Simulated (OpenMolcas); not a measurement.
Cr2+ among 2 point charges of -2 e arranged as a linear pair (D∞h), 2.08 Å from the ion.
```
   0.0000    0.0000    2.0800  -2.00
   0.0000    0.0000   -2.0800  -2.00
```

| Quantity | Value |
| --- | --- |
| Program | OpenMolcas |
| Method | CASSCF |
| Basis | ANO-RCC-VDZP [5s4p2d1f] |
| Scalar Hamiltonian | DKH2, point nucleus |
| Active space | 4 electrons in 5 orbitals (3d) |
| State averaging | 2S+1 = 5 even, 5 roots; 2S+1 = 3 even, 45 roots; 2S+1 = 1 even, 50 roots |
| Spin-orbit coupling | RASSI with atomic mean-field integrals over the reference wave functions |

What is the spin-free ground state (labels by Λ)?

5Σ, 1-fold in its orbital part, 100 % from free-ion D terms; it has the highest spin that d4 allows.

Where is the first state of the same spin?

5Π at 3250 cm-1 above the ground state.

What are the lowest two levels with spin-orbit coupling?

A 1-fold level, then a 2-fold level 4.6 cm-1 above it. Their leading multiplicities are 5 (100 %) and 5 (100 %).

What is χT at 300 K, and how does it compare with the textbook value?

The lowest level has 2S+1 = 5, for which the spin-only value is χT = S(S+1) / 2 = 3.000 cm3 K/mol (g = 2). The computed 2.871 at 300 K differs by -0.129, through orbital momentum, spin-orbit coupling and any other state in reach.

Without dynamic correlation the repulsion within the d shell is too large (B by tens of per cent), so at a given field states of lower spin stand too high. Point charges carry no covalency, so the field is a model and not that of real ligands. No measured value stands beside these numbers.
